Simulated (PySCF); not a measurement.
## Where the electron goes

Species: Cu(PH3)I (singlet state).
Geometry (PBE0-D3(BJ)/def2-SVP, Å), atoms numbered from 1 in this order:
```
atom  x, y, z in Å
Cu1    0.003    0.013   -1.407
P2     0.000   -0.001    0.784
H3     0.802   -0.949    1.471
H4    -1.218   -0.232    1.473
H5     0.412    1.159    1.489
I6     0.000    0.010   -3.810
```

Method used: TDDFT CAM-B3LYP/def2-SVPD, vertical, gas phase, core orbitals frozen in the response, def2 core potentials past Kr (PySCF). Spin–orbit coupling is left out.

Kohn–Sham orbitals with the atoms that hold most of them (Löwdin shares over 4%, at most four atoms):

```tsv
orbital	ε (eV)	atoms
LUMO+2	-0.03	Cu1 44%, P2 17%, I6 11%, H5 10%
LUMO+1	-0.10	P2 41%, Cu1 30%, H3 9%, H4 8%
LUMO	-0.10	P2 41%, Cu1 30%, H5 10%, I6 8%
HOMO	-7.55	I6 90%, Cu1 9%
HOMO-1	-7.55	I6 90%, Cu1 9%
HOMO-2	-8.60	I6 68%, Cu1 30%
HOMO-3	-9.87	Cu1 67%, P2 14%, I6 12%
```

Within 0.005 eV of a neighbour in this list lie HOMO-1/HOMO and LUMO/LUMO+1 (point group found: C3v); within a degenerate set the shares of single atoms can hang on how the components are chosen.

The HOMO–LUMO gap is 7.44 eV. Where does the response calculation put the lowest singlet, and from which orbitals?

S1 is at 4.74 eV (f = 0.0000), 2.70 eV below the gap, made of HOMO-1/HOMO→LUMO/LUMO+1 (≥91%). Without the coupling terms of the response equations the lowest excitation would equal the gap.

For S1 the Löwdin share of copper is 9% in HOMO and 30% in LUMO.

Next come S2 at 4.78 eV (f 0.0001), HOMO-1/HOMO→LUMO/LUMO+1 (≥91%); S3 at 4.78 eV (f 0.0000), HOMO-1/HOMO→LUMO/LUMO+1 (≥91%); S4 at 5.00 eV (f 0.026), HOMO-1/HOMO→LUMO+2 (≥80%), HOMO-1/HOMO→LUMO+3 (≥10%); S5 at 5.00 eV (f 0.025), HOMO-1/HOMO→LUMO+2 (≥80%), HOMO-1/HOMO→LUMO+3 (≥10%).

Orbitals of the list HOMO-3 to LUMO+2 that lie within 0.01 eV of each other are written together with a slash and their weights summed (≥ marks a lower bound); for degenerate orbitals outside that list single weights are arbitrary.

Time: 40 s. Hardware: an x86-64 server with one thread, no GPU, on a shared host.
